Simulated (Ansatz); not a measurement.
Ansatz (an electronic-structure program) input (CCSD(T)/aug-cc-pVDZ):

Ansatz 0.2 input:
```yaml
crystal:
  periodic: [false, false, false]
  atoms:
    - {symbol: C, position_ang: [-2.56347192, -0.75486361, -0.35210820]}
    - {symbol: C, position_ang: [-1.64960563, 0.34729727, -0.74950952]}
    - {symbol: C, position_ang: [-0.38021253, 0.60388339, -0.01576454]}
    - {symbol: C, position_ang: [0.72185528, -0.41519583, -0.34772363]}
    - {symbol: C, position_ang: [2.01706677, -0.19491245, 0.38462161]}
    - {symbol: O, position_ang: [2.21817350, 0.67914153, 1.18692741]}
    - {symbol: H, position_ang: [-2.65184070, -0.82622487, 0.73686256]}
    - {symbol: H, position_ang: [-2.20839018, -1.73923408, -0.69669777]}
    - {symbol: H, position_ang: [-3.56394599, -0.62384801, -0.76791236]}
    - {symbol: H, position_ang: [-1.81098845, 0.84246772, -1.69953777]}
    - {symbol: H, position_ang: [-0.55232566, 0.57115415, 1.06509460]}
    - {symbol: H, position_ang: [-0.00091591, 1.60363482, -0.23536377]}
    - {symbol: H, position_ang: [0.39774847, -1.43957449, -0.12614673]}
    - {symbol: H, position_ang: [0.95040437, -0.41837665, -1.42074396]}
    - {symbol: H, position_ang: [2.82107419, -0.92038363, 0.13193175]}
basis:
  gaussian:
    orbitals: aug-cc-pVDZ
magnetization: {spin_polarized: true, initial_magnetization: 1}
correlation: {method: ccsd_t, electrons: outside_noble_gas}
output: {forces: true}
```

End of the output:

```
Atom 1 at    -1.649606     0.347297    -0.749510 Å, force    -0.078196     0.184931    -0.065330 eV/Å
Atom 2 at    -0.380213     0.603883    -0.015765 Å, force     0.251649    -0.044545     0.103073 eV/Å
Atom 3 at     0.721855    -0.415196    -0.347724 Å, force    -0.208542     0.031520    -0.064580 eV/Å
Atom 4 at     2.017067    -0.194912     0.384622 Å, force    -0.081967    -1.015286    -0.866342 eV/Å
Atom 5 at     2.218173     0.679142     1.186927 Å, force     0.275602     1.330249     1.206226 eV/Å
Atom 6 at    -2.651841    -0.826225     0.736863 Å, force    -0.033756    -0.004410     0.459540 eV/Å
Atom 7 at    -2.208390    -1.739234    -0.696698 Å, force     0.153493    -0.376494    -0.144075 eV/Å
Atom 8 at    -3.563946    -0.623848    -0.767912 Å, force    -0.427783     0.074308    -0.175952 eV/Å
Atom 9 at    -1.810988     0.842468    -1.699538 Å, force    -0.069172     0.227076    -0.461499 eV/Å
Atom 10 at    -0.552326     0.571154     1.065095 Å, force    -0.087901    -0.023929     0.471156 eV/Å
Atom 11 at    -0.000916     1.603635    -0.235364 Å, force     0.167353     0.444174    -0.114409 eV/Å
Atom 12 at     0.397748    -1.439574    -0.126147 Å, force    -0.147131    -0.415574     0.115652 eV/Å
Atom 13 at     0.950404    -0.418377    -1.420744 Å, force     0.092282     0.030403    -0.438130 eV/Å
Atom 14 at     2.821074    -0.920384     0.131932 Å, force     0.261044    -0.228309    -0.073815 eV/Å
Dipole moment:    -0.185582    -0.379346    -0.362362 e Å
```

It need not be the lowest isomer of its formula.
